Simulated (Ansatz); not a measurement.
**Question.** Name a neutral molecule of F, Ga, Zn and H with size of the dipole moment (PBE/def2-TZVPP) between 2.45 and 2.75 D and HOMO energy (B3LYP/def2-TZVPP) between -7.85 and -7.55 eV (Ansatz, PBE0-D4/def2-TZVP geometry).

**Answer.** `[F][Zn][GaH2]` (2.70 D, -7.66 eV). Other molecules can fit too; these were computed, each in one conformer that needn't be the lowest.

B3LYP here is the variant with VWN-RPA as its local correlation; programs differ in this.
